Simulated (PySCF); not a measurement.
From computed data to an observable: dipole moment from atomic charges

Si(Cl)2(NCO)(OH) (CHCl2NO2Si), SMILES N(=C=O)[Si](O)(Cl)Cl. Atoms are numbered in the order given.

```xyz
8

O      3.3834    -1.0756    -0.4638
C      2.2495    -0.8100    -0.4680
N      1.0773    -0.5466    -0.5031
Si    -0.5099    -0.0415    -0.1573
O     -1.6026    -0.7726    -1.1298
Cl    -0.5759     1.9883    -0.3776
Cl    -0.9874    -0.5387     1.7515
H     -1.5704    -0.5898    -2.0751
```
Charge 0, spin multiplicity 1.

The structure is a stationary point at ωB97X-D3(BJ)/def2-SVP. The structure was generated by enumeration, and PubChem lists no compound with its InChIKey, so it may never have been made. Other conformers were not sampled.

Charges (e) from PBE/def2-TZVP in PySCF:

```json
[
 {"atom": "O1", "Mulliken": "-0.152", "ESP fit": "-0.301"},
 {"atom": "C2", "Mulliken": "0.190", "ESP fit": "0.476"},
 {"atom": "N3", "Mulliken": "-0.137", "ESP fit": "-0.227"},
 {"atom": "Si4", "Mulliken": "0.553", "ESP fit": "0.163"},
 {"atom": "O5", "Mulliken": "-0.432", "ESP fit": "-0.467"},
 {"atom": "Cl6", "Mulliken": "-0.180", "ESP fit": "-0.067"},
 {"atom": "Cl7", "Mulliken": "-0.166", "ESP fit": "-0.004"},
 {"atom": "H8", "Mulliken": "0.325", "ESP fit": "0.426"}
]
```

The dipole moment of the full density is 1.78 D.

What dipole moment does each set of point charges give, and which comes closer to that of the density?


μ = Σ q r, and 1 e Å = 4.8032 D.
Mulliken: Σ q r = (-0.067, -0.065, -0.446) e Å, |μ| = 2.19 D.
ESP fit: Σ q r = (-0.153, 0.034, -0.333) e Å, |μ| = 1.77 D.
ESP fit comes closer in size. Point charges leave out the atoms' own dipoles (lone pairs, polarised bonds); fits to the potential absorb them, partitions of the density don't.
